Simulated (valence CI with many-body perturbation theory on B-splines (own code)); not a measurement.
**Level structure of W LXIX**

Level of theory: configuration interaction combined with many-body perturbation theory (CI+MBPT): four valence electrons over a frozen Dirac-Fock core [He], a basis of 11 s, 11 p, 10 d, 8 f, 5 g, 2 h functions for each j, with the one-electron correlation potential Σ1 (screened to all orders), the two-electron term Σ2, the three-electron term Σ3, Breit, model QED; selected single and double excitations, second order for the rest, scaled by the run's own slope (own B-spline code, finite nucleus).

No measured spectrum was set against this ion. As an estimate, large intervals hold to a few tenths of a per cent, small ones and those within an open d or f shell to about a per cent. Among the levels kept, up to 1300 cm⁻¹ of a level comes from second order outside the variational space, and about a tenth of that is noise between levels of different J, which matters for small intervals.

Levels 1 to 45 of 219, with energies above the lowest level, (2s^2 2p1/2^2) J=0. "Leading %" is the weight of the configuration and term that name the level; weights of strongly mixed levels are sums over their largest components and can fall short. In the jj column 3d3/2^4 stands for four electrons in 3d with j = 3/2. Lifetimes count E1, E2, E3, M1 and M2 decay at the calculated energies, and are blank where another channel may lead or the interval is too uncertain; long ones can be off by a factor of two.

```csv
No.,Configuration,Term,J,E (× 10³ cm⁻¹),Leading %,Lifetime,Second component,Leading jj
1,2s2 2p2,3P,0,0.00,68,,32 % 2s2 2p2 1S,2s^2 2p1/2^2 (100 %)
2,2s2 2p2,3P,1,11384,100,58.0 ps,,2s^2 2p1/2 2p3/2 (100 %)
3,2s2 2p2,1D,2,11531,65,11.0 ns,35 % 2s2 2p2 3P,2s^2 2p1/2 2p3/2 (100 %)
4,2s 2p3,3P°,2,13821,48,30.1 ps,26 % 2s 2p3 5S°,2s 2p1/2^2 2p3/2 (100 %)
5,2s 2p3,3D°,1,14532,31,79.4 fs,31 % 2s 2p3 1P°,2s 2p1/2^2 2p3/2 (100 %)
6,2s2 2p2,3P,2,23109,65,13.6 ps,34 % 2s2 2p2 1D,2s^2 2p3/2^2 (99 %)
7,2s2 2p2,1S,0,23617,68,12.2 ps,32 % 2s2 2p2 3P,2s^2 2p3/2^2 (99 %)
8,2s 2p3,5S°,2,24972,50,342 fs,46 % 2s 2p3 3D°,2s 2p1/2 2p3/2^2 (100 %)
9,2s 2p3,3D°,3,25332,100,361 fs,,2s 2p1/2 2p3/2^2 (100 %)
10,2s 2p3,3P°,0,25840,100,101 fs,,2s 2p1/2 2p3/2^2 (100 %)
11,2s 2p3,3S°,1,26023,53,51.4 fs,43 % 2s 2p3 3D°,2s 2p1/2 2p3/2^2 (100 %)
12,2s 2p3,1D°,2,26097,74,52.7 fs,21 % 2s 2p3 3D°,2s 2p1/2 2p3/2^2 (100 %)
13,2s 2p3,3P°,1,26133,64,89.8 fs,33 % 2s 2p3 1P°,2s 2p1/2 2p3/2^2 (100 %)
14,2p4,3P,2,28675,67,54.9 fs,32 % 2p4 1D,2p1/2^2 2p3/2^2 (99 %)
15,2p4,1S,0,29206,64,49.5 fs,35 % 2p4 3P,2p1/2^2 2p3/2^2 (99 %)
16,2s 2p3,3P°,2,37190,51,107 fs,19 % 2s 2p3 5S°,2s 2p3/2^3 (100 %)
17,2s 2p3,1P°,1,37887,36,42.4 fs,25 % 2s 2p3 3D°,2s 2p3/2^3 (100 %)
18,2p4,3P,1,40190,100,35.0 fs,,2p1/2 2p3/2^3 (100 %)
19,2p4,1D,2,40338,68,36.1 fs,32 % 2p4 3P,2p1/2 2p3/2^3 (100 %)
20,2p4,3P,0,52144,65,26.4 fs,35 % 2p4 1S,2p3/2^4 (100 %)
21,2s2 2p 3s,3P°,0,83940,100,4.34 fs,,2s^2 2p1/2 3s (100 %)
22,2s2 2p 3s,3P°,1,83969,67,3.58 fs,33 % 2s2 2p 3s 1P°,2s^2 2p1/2 3s (100 %)
23,2s2 2p 3p,3D,1,84656,74,284 fs,22 % 2s2 2p 3p 1P,2s^2 2p1/2 3p1/2 (100 %)
24,2s2 2p 3p,3P,0,85047,67,150 fs,32 % 2s2 2p 3p 1S,2s^2 2p1/2 3p1/2 (99 %)
25,2s 2p2 3s,5P,1,86165,41,4.37 fs,31 % 2s 2p2 3s 3S,2s 2p1/2^2 3s (99 %)
26,2s 2p2 3s,3P,0,86479,68,4.68 fs,31 % 2s 2p2 3s 1S,2s 2p1/2^2 3s (99 %)
27,2s 2p2 3p,3P°,1,86950,33,1.83 fs,21 % 2s 2p2 3p 5D°,2s 2p1/2^2 3p1/2 (99 %)
28,2s 2p2 3p,3P°,0,86956,52,167 fs,41 % 2s 2p2 3p 5D°,2s 2p1/2^2 3p1/2 (99 %)
29,2s2 2p 3p,3D,2,88205,52,185 fs,32 % 2s2 2p 3p 1D,2s^2 2p1/2 3p3/2 (100 %)
30,2s2 2p 3p,3P,1,88214,48,215 fs,30 % 2s2 2p 3p 3S,2s^2 2p1/2 3p3/2 (99 %)
31,2s2 2p 3d,3F°,2,88732,75,3.74 fs,20 % 2s2 2p 3d 1D°,2s^2 2p1/2 3d3/2 (100 %)
32,2s2 2p 3d,3D°,1,88946,50,459 as,32 % 2s2 2p 3d 1P°,2s^2 2p1/2 3d3/2 (99 %)
33,2s2 2p 3d,3P°,2,89733,47,651 as,35 % 2s2 2p 3d 3D°,2s^2 2p1/2 3d5/2 (98 %)
34,2s2 2p 3d,3F°,3,89768,46,662 as,32 % 2s2 2p 3d 1F°,2s^2 2p1/2 3d5/2 (100 %)
35,2s 2p2 3p,3P°,2,90455,36,26.4 fs,19 % 2s 2p2 3p 5P°,2s 2p1/2^2 3p3/2 (98 %)
36,2s 2p2 3p,3D°,1,90497,30,1.87 fs,21 % 2s 2p2 3p 1P°,2s 2p1/2^2 3p3/2 (99 %)
37,2s 2p2 3d,3D,1,90976,47,4.17 fs,35 % 2s 2p2 3d 5F,2s 2p1/2^2 3d3/2 (100 %)
38,2s 2p2 3d,3D,2,91024,31,3.45 fs,16 % 2s 2p2 3d 5F,2s 2p1/2^2 3d3/2 (99 %)
39,2s 2p2 3d,3D,3,91950,38,664 as,17 % 2s 2p2 3d 5D,2s 2p1/2^2 3d5/2 (100 %)
40,2s 2p2 3d,3F,2,92093,27,679 as,22 % 2s 2p2 3d 1D,2s 2p1/2^2 3d5/2 (99 %)
41,2s2 2p 3s,3P°,2,95703,98,5.56 fs,,2s^2 2p3/2 3s (98 %)
42,2s2 2p 3s,1P°,1,95776,66,2.92 fs,32 % 2s2 2p 3s 3P°,2s^2 2p3/2 3s (99 %)
43,2s2 2p 3p,3P,1,96569,50,122 fs,27 % 2s2 2p 3p 3S,2s^2 2p3/2 3p1/2 (97 %)
44,2s2 2p 3p,3D,2,96584,47,144 fs,33 % 2s2 2p 3p 1D,2s^2 2p3/2 3p1/2 (97 %)
45,2s 2p2 3s,5P,2,97284,84,6.57 fs,8 % 2s 2p2 3s 3P,2s 2p1/2 2p3/2 3s (99 %)
```

The ionisation energy to 2s2 2p 2P°_1/2 of the next ion comes out as 18419 eV (NIST: 18476 ± 4 eV (semi-empirical), further off than twice its uncertainty). All 219 levels together are meant to be complete up to 116860 × 10³ cm⁻¹.
